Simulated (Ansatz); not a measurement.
Name a neutral molecule of C, F, Ge, N, S and H with ideal-gas entropy at 298 K and 1 bar (rigid rotor, harmonic PBE0-D4/def2-TZVP) between 349 and 365 J/(mol·K) and size of the dipole moment (B3LYP/def2-TZVPP) between 2.85 and 3.15 D (Ansatz, PBE0-D4/def2-TZVP geometry).

`[F][Ge]1([SH])[CH2][NH]1` (353 J/(mol·K), 2.91 D). Other molecules can fit too; these were computed, each in one conformer that needn't be the lowest.

B3LYP here is the variant with VWN-RPA as its local correlation; programs differ in this.
